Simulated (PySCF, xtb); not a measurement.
Si(CCH)3(F) (C6H3FSi), SMILES C#C[Si](F)(C#C)C#C.

Harmonic wavenumbers (cm⁻¹) from GFN2-xTB run with xtb 6.7.1 at its own minimum, in rising order: 74, 74, 92, 145, 145, 212, 260, 260, 302, 303, 319, 547, 676, 676, 676, 681, 681, 684, 747, 748, 813, 2216, 2216, 2219, 3361, 3361, 3362.

What does PBE0-D3(BJ)/def2-SVP run with PySCF give at its own minimum? (Estimate from the structure and the level; the computed values follow.)

87, 87, 105, 167, 167, 236, 335, 335, 399, 399, 416, 547, 725, 725, 750, 752, 752, 760, 760, 761, 918, 2177, 2178, 2178, 3473, 3474, 3474. Paired by order, the mean absolute difference is 56 cm⁻¹ and the zero-point energies are 37.0 and 38.8 kcal/mol.
